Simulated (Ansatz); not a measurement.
`CC[AsH][SiH3]` → `C[AsH][SiH3]` + `[CH2]` (triplet) at 298.15 K and 1 bar (formal loss of a carbene).

Isolated molecules relaxed with PBE0-D4/def2-TZVP in Ansatz; ΔE leaves out vibrations. CBS: MP2 limit from def2 TZ/QZ plus the TZ coupled-cluster correction, frozen cores. This one scheme is used for every species. Triplets are unrestricted, without spin–orbit coupling. For As outer-core shells are correlated without core-valence functions, which leaves a few kJ/mol of doubt a bond. Scalar relativity is left out up to krypton. One conformer a species, not always the lowest.

```csv
species,CCSD(T)/CBS energy (Eh),H − E (kJ/mol),S (J/(mol·K))
`CC[AsH][SiH3]`,-2605.60659,281.9,365.3
`C[AsH][SiH3]`,-2566.34647,202.9,332.3
`[CH2]` (triplet),-39.09499,55.4,195.3
```

H − E and S are ideal-gas, rigid-rotor, harmonic terms from PBE0-D4/def2-TZVP, for one conformer and one mirror image of each species, with the whole ground term of open shells counted as degenerate. 1 Eh = 2625.50 kJ/mol, R = 8.31446 J/(mol·K).

Task: By hand: ΔE, ΔH, ΔS and ΔG.

Result: ΔE = (-2566.34647) + (-39.09499) − (-2605.60659) = 0.16513 Eh = 433.5 kJ/mol. Δ(H − E) = 202.9 + 55.4 − 281.9 = -23.6, so ΔH = 409.9 kJ/mol. ΔS = 332.3 + 195.3 − 365.3 = 162.3 J/(mol·K). ΔG = 409.9 − 298.15 × (162.3)/1000 = 361.5 kJ/mol.

Task: By hand: the equilibrium constant, and the temperature at which ΔG would vanish if ΔH and ΔS stayed fixed.

Result: log₁₀ K = −ΔG/(RT ln 10) = -63.3. ΔG = 0 at ΔH/ΔS = 2526 K, far beyond where these terms or the molecules hold.

The number of gas molecules changes by +1, which sets the sign of ΔS. A doubt of 5 kJ/mol in ΔE shifts log₁₀ K by 0.9 here. Other conformers and mirror images would add mixing entropy, several J/(mol·K) or more a flexible species. Modes under 60 cm⁻¹, often nearly free rotors, make the harmonic entropy too high. A triplet takes part, so the spin changes. These are equilibria of isolated gas molecules and say nothing of rates. Largest T1 diagnostic: 0.011 (customary marks: 0.02 for closed shells, 0.045 for open ones).
